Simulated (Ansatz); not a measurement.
A run on C2H6FNSi (`C=N[SiH](C)F`) with other settings.

```yaml
crystal:
  periodic: [false, false, false]
  atoms:
    - {symbol: C, position_ang: [-0.114156, 2.171947, 0.548136]}
    - {symbol: N, position_ang: [-0.445749, 0.960249, 0.757562]}
    - {symbol: Si, position_ang: [0.521402, -0.431668, 0.349644]}
    - {symbol: C, position_ang: [-0.475519, -1.408310, -0.791821]}
    - {symbol: F, position_ang: [1.729443, 0.055578, -0.541339]}
    - {symbol: H, position_ang: [-0.849574, 2.763608, 1.283914]}
    - {symbol: H, position_ang: [0.756524, 2.469374, 0.217035]}
    - {symbol: H, position_ang: [1.018855, -1.093575, 1.507118]}
    - {symbol: H, position_ang: [-0.086447, -2.369261, -1.234683]}
    - {symbol: H, position_ang: [-0.796753, -1.012837, -1.719527]}
    - {symbol: H, position_ang: [-1.480256, -1.919115, -0.217541]}
basis:
  gaussian: {orbitals: def2-TZVPP}
hamiltonian: {xc: {name: HF}}
correlation: {active_space: {window: {electrons: 2, orbitals: 1}}}
```

```sh
$ ansatz run in.yaml --threads 4 --pin off --events-out ev --progress --plain --max-ram 10444MiB
```

It prints (some lines left out):

```
Functional definition: HF
1474 factors; integrals over basis functions are off by at most 9.1e-4 eV
mean field evaluation 1: about -14204.7190 eV, gradient 4.3e1 eV
mean field evaluation 2: about -14204.9743 eV, gradient 4.4e1 eV
mean field evaluation 4: about -14209.1379 eV, gradient 4.4e0 eV
mean field evaluation 8: about -14209.2143 eV, gradient 4.0e-1 eV
mean field evaluation 16: about -14209.2155 eV, gradient 2.6e-6 eV
mean field -14209.21545741 eV, -522.1790367078 hartree, gradient 2.6e-6 eV, S^2 0.000000; 0 other end points of the search recorded, 0 dependent functions left out
reference -14209.21545741 eV, -522.1790367078 hartree; 24, 24 occupied and 226, 226 virtual orbitals, 1474 factors
state -14209.21545741 eV, -522.1790367078 hartree
Total energy: -14209.21545741 eV, -522.1790367078 hartree
```

It took 4.5 s on 4 threads of an Arm Neoverse V2 on a shared host, with 0.58 GiB of host memory at the peak.
